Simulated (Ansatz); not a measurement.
Frontier orbitals of CH4AlIS.

```xyz
8

S    -1.146   -0.785    0.806
C    -0.654    0.814   -0.004
Al    1.110    0.017    0.141
I     1.878   -1.348   -1.800
H    -1.135   -1.541   -0.305
H    -1.217    0.963   -0.921
H    -0.902    1.588    0.722
H     2.066    0.293    1.360
```

The species carries charge 0 and has multiplicity 1. Correlated methods include outer-core shells of I, which these sets cover unevenly. I takes the def2 core potential. The bonds changed during the relaxation, so this is another structure than the one it started from. Geometry: relaxed with PBE0-D4/def2-TZVP. It is one conformer, not always the lowest. Basis def2-TZVPP, Ansatz.

Orbital energies of one run (eV). Highest occupied ones, from the top: -6.31, -6.72, -7.10, -7.85, -8.30, -9.40, -10.39, -11.21, -12.24, -16.89, -17.63, -21.11, -49.80, -49.80. Empty: -1.12, -0.78, -0.62, 0.14, 1.02, 1.28.

Question: Which functional gave them?
A. ωB97X-V
B. HSE06 (plane-wave form)
C. r2SCANh
D. r2SCAN

Answer: D. HOMO energies: r2SCAN -6.31, ωB97X-V -9.43, r2SCANh -6.73, HSE06 -6.79 eV.
